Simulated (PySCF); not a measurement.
SMILES C[SiH](C)/C=C/[Si](Cl)(Cl)Cl, GFN2-xTB optimised geometry.

```
18

Si    -0.05    -3.33     0.00
Cl    -0.71    -4.30    -1.65
Cl    -0.67    -4.32     1.65
Cl     1.97    -3.33     0.00
C     -0.72    -1.57     0.00
C     -0.50    -0.67     0.96
Si    -1.17     1.10     0.98
C      0.31     2.29     1.03
C     -2.25     1.31     2.54
H     -1.32    -1.27    -0.85
H      0.10    -0.97     1.81
H     -1.97     1.32    -0.24
H      0.91     2.14     1.92
H      0.95     2.16     0.17
H     -0.02     3.33     1.04
H     -3.07     0.61     2.54
H     -1.67     1.14     3.44
H     -2.66     2.31     2.60
```

Density from B3LYP/def2-SVP run with PySCF at that geometry.

Minimum of the electron density along straight lines between bonded atoms, close to the bond critical point (lines longer than 1.1 times the sum of covalent radii, or with two minima, are not listed):

```json
[
 {"bond": "Si1–Cl2", "length / Å": "2.024", "ρ at the minimum / e bohr⁻³": "0.099", "∇²ρ there / e bohr⁻⁵": "0.30", "position (fraction from the first atom)": "0.37"},
 {"bond": "Si1–Cl3", "length / Å": "2.027", "ρ at the minimum / e bohr⁻³": "0.098", "∇²ρ there / e bohr⁻⁵": "0.30", "position (fraction from the first atom)": "0.37"},
 {"bond": "Si1–Cl4", "length / Å": "2.027", "ρ at the minimum / e bohr⁻³": "0.098", "∇²ρ there / e bohr⁻⁵": "0.30", "position (fraction from the first atom)": "0.37"},
 {"bond": "Si1–C5", "length / Å": "1.884", "ρ at the minimum / e bohr⁻³": "0.119", "∇²ρ there / e bohr⁻⁵": "0.31", "position (fraction from the first atom)": "0.38"},
 {"bond": "C5–C6", "length / Å": "1.333", "ρ at the minimum / e bohr⁻³": "0.338", "∇²ρ there / e bohr⁻⁵": "___", "position (fraction from the first atom)": "0.50"},
 {"bond": "C6–Si7", "length / Å": "1.894", "ρ at the minimum / e bohr⁻³": "0.110", "∇²ρ there / e bohr⁻⁵": "0.34", "position (fraction from the first atom)": "0.62"},
 {"bond": "Si7–C8", "length / Å": "1.903", "ρ at the minimum / e bohr⁻³": "0.111", "∇²ρ there / e bohr⁻⁵": "0.31", "position (fraction from the first atom)": "0.38"},
 {"bond": "Si7–C9", "length / Å": "1.903", "ρ at the minimum / e bohr⁻³": "0.111", "∇²ρ there / e bohr⁻⁵": "0.31", "position (fraction from the first atom)": "0.38"},
 {"bond": "C5–H10", "length / Å": "1.083", "ρ at the minimum / e bohr⁻³": "0.280", "∇²ρ there / e bohr⁻⁵": "-1.05", "position (fraction from the first atom)": "0.63"},
 {"bond": "C6–H11", "length / Å": "1.084", "ρ at the minimum / e bohr⁻³": "0.279", "∇²ρ there / e bohr⁻⁵": "-1.04", "position (fraction from the first atom)": "0.63"},
 {"bond": "Si7–H12", "length / Å": "1.472", "ρ at the minimum / e bohr⁻³": "0.116", "∇²ρ there / e bohr⁻⁵": "0.33", "position (fraction from the first atom)": "0.49"},
 {"bond": "C8–H13", "length / Å": "1.087", "ρ at the minimum / e bohr⁻³": "0.272", "∇²ρ there / e bohr⁻⁵": "-0.97", "position (fraction from the first atom)": "0.62"},
 {"bond": "C8–H14", "length / Å": "1.086", "ρ at the minimum / e bohr⁻³": "0.273", "∇²ρ there / e bohr⁻⁵": "-0.98", "position (fraction from the first atom)": "0.63"},
 {"bond": "C8–H15", "length / Å": "1.086", "ρ at the minimum / e bohr⁻³": "0.272", "∇²ρ there / e bohr⁻⁵": "-0.97", "position (fraction from the first atom)": "0.62"},
 {"bond": "C9–H16", "length / Å": "1.086", "ρ at the minimum / e bohr⁻³": "0.273", "∇²ρ there / e bohr⁻⁵": "-0.98", "position (fraction from the first atom)": "0.63"},
 {"bond": "C9–H17", "length / Å": "1.087", "ρ at the minimum / e bohr⁻³": "0.272", "∇²ρ there / e bohr⁻⁵": "-0.97", "position (fraction from the first atom)": "0.62"},
 {"bond": "C9–H18", "length / Å": "1.086", "ρ at the minimum / e bohr⁻³": "0.272", "∇²ρ there / e bohr⁻⁵": "-0.97", "position (fraction from the first atom)": "0.62"}
]
```

Task: Some entries are withheld; supply them.

Result: 
- C5–C6, ∇²ρ there / e bohr⁻⁵: -0.88
